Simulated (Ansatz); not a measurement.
Consider the cleavage of the B–Ga bond: `[NH2][GaH][BH][SiH3]` + `C[SiH2]O` → `C[SiH2]OB[SiH3]` + `[NH2][GaH2]`.

Computed with Ansatz on PBE0-D4/def2-TZVP structures; ΔE is electronic, products minus reactants. CBS: MP2 limit from def2 TZ/QZ plus the TZ coupled-cluster correction, frozen cores. This one scheme is used for every species. Functionals use def2-TZVPP. B3LYP here is the variant with VWN-RPA as its local correlation; programs differ in this. HSE06 is defined as in plane-wave codes. For Ga outer-core shells are correlated without core-valence functions, which leaves a few kJ/mol of doubt a bond. Scalar relativity is left out up to krypton. Each species was taken in one conformer, which may not be the lowest.

Question: Is it downhill or uphill in electronic energy at CCSD(T)/CBS, and by how much? (Estimate.)

Answer: Ansatz gave: Downhill: ΔE = -138.9 kJ/mol.

Question: What do these levels give: LDA (SPW92), B97M-V, B2PLYP, B3LYP, HSE06, BHLYP, CAM-B3LYP, LC-ωPBE, RPA@PBE/def2-TZVPP, MP2/def2-TZVPP, CCSD(T)/def2-TZVPP, MP2/def2-QZVPP? (Estimate.)

Answer: The calculation gave: LDA (SPW92) -148.4, B97M-V -150.8, B2PLYP -149.4, B3LYP -148.6, HSE06 -138.8, BHLYP -152.7, CAM-B3LYP -154.7, LC-ωPBE -142.6, RPA@PBE/def2-TZVPP -144.8, MP2/def2-TZVPP -146.5, CCSD(T)/def2-TZVPP -143.7, MP2/def2-QZVPP -144.4 kJ/mol.

Question: What do rigid-rotor, harmonic-oscillator terms from PBE0-D4/def2-TZVP frequencies (298.15 K, 1 bar) make of the CCSD(T)/CBS value? (Best estimate.)

Answer: Ansatz gave: ΔZPE = -3.5 kJ/mol, ΔH = -143.6 kJ/mol, ΔS = -17 J/(mol·K), ΔG = -138.6 kJ/mol. Modes under 50 cm⁻¹ make the entropy rough.

Largest T1 diagnostic among the species: 0.015.

Leaving LDA and LC-ωPBE aside and taking each functional with its dispersion term where it has one, the values, not all of them listed here, spread over 17.3 kJ/mol, from CAM-B3LYP-D4 to revPBE-D4. LDA lies −11.3 kJ/mol from PBE without D4. From BLYP to BHLYP (50 % exact exchange), in def2-TZVPP and without D4, ΔE moves by −5.9 kJ/mol. At CCSD(T), def2-SVP lies −29.9 kJ/mol from the extrapolated value and def2-TZVPP −4.8 kJ/mol.
